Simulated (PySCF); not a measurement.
**W²⁺ (tungsten, charge +2) across methods**

[Xe] 4f14 5d3 6s1, high-spin 5F determinant (an excited configuration). Computed with PySCF 2.14 in aug-cc-pVTZ-PP with one added diffuse shell each of s, p, d, f, g type with ECP60MDF (7s7p6d4f3g, 113 functions), with a scalar-relativistic core potential.

```
 method  E (hartree)  mean ε 5p β (eV)  mean ε 5d α (eV)  mean ε 6s α (eV)  Σ⟨r²⟩ (bohr²)   ⟨S²⟩
    UHF    -65.86683           -68.359           -28.754           -23.692          33.44  6.005
 r2SCAN     -66.4105           -61.254           -23.757           -21.346          33.08  6.002
   BP86     -66.4551           -60.617           -23.302           -21.295          33.13  6.001
    PBE     -66.3918           -60.421           -23.255           -21.144          33.19  6.001
   PBE0     -66.3634           -62.717           -24.799           -21.908          33.15  6.002
r2SCANh     -66.3932           -62.051           -24.316           -21.647          33.08  6.002
    LDA     -66.1941           -60.354           -23.166           -21.430          33.33  6.000
```

Estimate the same row for wB97M-V.

E (hartree) = -66.2897; mean ε 5p β (eV) = -65.467; mean ε 5d α (eV) = -26.997; mean ε 6s α (eV) = -23.865; Σ⟨r²⟩ (bohr²) = 33.26; ⟨S²⟩ = 6.001.

Energies and moments cover only the electrons outside the core potential. Spin-orbit coupling, absent here, splits the open shell strongly.
